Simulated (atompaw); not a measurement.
**Before and after: PAW (atompaw) potential for Eu**

atompaw 4.2.0.5 input, output lines left out:

```
Eu 63
LDA-PW scalarrelativistic loggrid 2001 logderivrange -2 5 176
6 6 5 4 0 0
6 1 0
5 2 1
4 3 6
0 0 0
c
c
c
c
c
v
c
c
c
c
v
c
c
v
c
3
3.00 2.40 2.00 1.60
y
1.9
n
y
1.45
n
y
1.55
n
y
0.4
n
custom polynom gramschmidtortho besselshape
4 0 troulliermartins
3.00
3.00
3.00
3.00
3.00
0.80
3.00
```

Change: wave 6s channel at 1.9 Ry: rc 3.00 bohr becomes 6s channel at 1.9 Ry: rc 2.40 bohr.

Cutoffs: the cutoffs (Ry, on a coarse ladder) from which the occupation-weighted sum of valence levels, in a spherical-Bessel basis at the reference potential, stays within 10 and 1 mRy of its value at 400 Ry; they do not see the model core or the augmentation charge, which bear on the density cutoff.

Question: What does the change do?

Answer: Both files are so soft that the ladder of cutoffs tells neither apart; both files keep a bound ghost (d, p, s); the range in which the s phases agree widens (upper end 3.8 → at the end of the scan).

| quantity | base | changed |
| --- | --- | --- |
| cutoff, loose | 8 Ry | 8 Ry |
| cutoff, tight | 10 Ry | 10 Ry |
| bound ghosts | s, p, d | p, s, d |
| s: phases at 3.01 bohr within 0.05 rad from the reference energy up to (Ry; the scan ends near 5) | 3.8 | to the end of the scan |
| p: phases at 3.01 bohr within 0.05 rad from the reference energy up to (Ry; the scan ends near 5) | 4.6 | 4.6 |
| d: phases at 3.01 bohr within 0.05 rad from the reference energy up to (Ry; the scan ends near 5) | 2.4 | 2.4 |
| f: phases at 3.01 bohr within 0.05 rad from the reference energy up to (Ry; the scan ends near 5) | 0.8 | 0.8 |
| lowest overlap eigenvalue by channel | s 0.13, p 0.59, d 0.37, f 1.00 | s 0.22, p 0.59, d 0.37, f 1.00 |

 A true bound ghost makes a file unfit for plane-wave use even where its test errors are small: the radial tests pick states by their node count and pass the ghost by. The cutoffs see the waves, projectors and local potential, not the compensation charge or the core.
